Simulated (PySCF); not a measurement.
BFH6O2Si2, SMILES OB(O)[SiH2][SiH2]F. Geometry: PBE-D3(BJ)/def2-SVP. The structure was generated by enumeration, and PubChem lists no compound with its InChIKey, so it may never have been made. One conformer was computed; it need not be the lowest.

Computed equilibrium geometry at PBE-D3(BJ)/def2-SVP (PySCF confirms it by a frequency run) as a Z-matrix (one conformer of several):
```
Si
H 1 1.5087
H 1 1.5093 2 108.40
B 1 2.0547 2 113.31 3 -124.51
O 4 1.3675 1 123.44 2 2.95
H 5 0.9716 4 112.52 1 2.42
O 4 1.3698 5 115.58 6 179.88
H 7 0.9718 4 113.29 5 -179.64
Si 1 2.3461 2 110.92 3 117.61
F 9 1.6459 1 113.40 2 -62.86
H 9 1.5046 10 108.17 1 -123.81
H 9 1.5103 11 108.09 10 116.33
```
